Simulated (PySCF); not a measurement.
YCl3, SMILES [Cl][Y]([Cl])[Cl].

Coordinates come from a r2SCAN-D4/def2-SVP optimisation. The isomer is the one that the SMILES or the coordinates give; other isomers of the formula were not compared. The def2 effective core potentials stand for the cores of Y; spin–orbit coupling is left out.

Method: CAM-B3LYP/def2-TZVPD in PySCF.

Symmetry labels are those of the subgroup C2v that the program uses (full group D3h).

Computed valence orbital energies around the gap with their symmetry:
```csv
orbital,symmetry,energy (eV)
HOMO−7,A1,-11.49
HOMO−6,B1,-11.49
HOMO−5,A2,-10.96
HOMO−4,B2,-10.96
HOMO−3,B2,-10.77
HOMO−2,B1,-10.77
HOMO−1,A1,-10.77
HOMO,B1,-10.49
LUMO,A1,-2.17
LUMO+1,B2,-0.72
LUMO+2,A2,-0.72
LUMO+3,B2,0.19
```
